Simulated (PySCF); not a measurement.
Compound: C₃H₆O₂Si.
Cartesian coordinates in Å at the GFN2-xTB level; atoms count from 1:
```
atom  x, y, z in Å
O1    -1.6216   -2.1136    0.0767
C2    -0.8072   -1.2393    0.0740
C3    -1.1060    0.2369    0.2639
C4     0.0939    1.0741   -0.1779
Si5    1.5220   -0.1924   -0.1667
O6     0.5012   -1.4897   -0.0743
H7    -1.3017    0.3640    1.3316
H8    -2.0263    0.4811   -0.2669
H9    -0.0730    1.4656   -1.1817
H10    0.2382    1.9325    0.4741
H11    2.2450   -0.3292   -1.4206
H12    2.3365   -0.1905    1.0418
```

Computed, not measured: PySCF, TDDFT CAM-B3LYP/def2-SVPD, vertical, gas phase, core orbitals frozen in the response.

```csv
state,E (eV),E (hartree),f,"main configurations (H = HOMO, L = LUMO)"
S1,5.74,0.2111,0.0003,"H→L+2 (81%), H→L+1 (10%)"
S2,7.25,0.2666,0.017,"H→L (76%), H→L+1 (14%)"
S3,7.66,0.2814,0.013,"H-1→L (70%), H-2→L (21%)"
S4,7.82,0.2875,0.018,"H-2→L (68%), H-1→L (17%)"
S5,7.91,0.2905,0.0012,"H→L+1 (64%), H→L (17%), H→L+2 (8%)"
S6,8.28,0.3044,0.022,"H-2→L+1 (53%), H-1→L+1 (20%), H-2→L+2 (11%)"
S7,8.36,0.3072,0.094,"H-1→L+1 (47%), H-2→L+2 (12%), H-1→L+2 (11%)"
S8,8.38,0.3081,0.097,"H-1→L+2 (59%), H-2→L+2 (13%), H-4→L+2 (10%)"
```

Triplets, Tamm–Dancoff:

```
state  E (eV)  λ (nm)  main configurations (H = HOMO, L = LUMO)
   T1    5.23   237.2                   H→L+2 (80%), H→L+1 (9%)
   T2    6.18   200.7               H-1→L+2 (58%), H-3→L+2 (9%)
   T3    7.11   174.4        H→L (58%), H-2→L (17%), H-1→L (9%)
```

The lowest singlet lies at 5.74 eV (216 nm, ultraviolet) and is dark (f under 0.0005); its leading configuration is HOMO→LUMO+2 (81%). The largest oscillator strength of a single state is 0.097. Löwdin shares by element: HOMO oxygen 74%, carbon 19% or more; LUMO silicon 39%, hydrogen 23% or more, oxygen 9% or more (atoms not listed hold the other 29%). The listed states span 2.64 eV, and the widest gap between neighbours is 1.51 eV (S1 to S2). Orbital energies (eV): HOMO-3 -11.45, HOMO-2 -10.69, HOMO-1 -10.46, HOMO -9.40, LUMO 0.60, LUMO+1 0.85, LUMO+2 1.31. The oscillator strengths of these states sum to 0.263; summed over the whole spectrum of an exact calculation they would give the number of electrons, 54 (Thomas–Reiche–Kuhn). The window holds the lowest 8 singlets.

Time: 49 s wall; peak memory 0.75 GiB. Hardware: Arm Neoverse N1, one thread, shared host.

One conformer stands for the species.
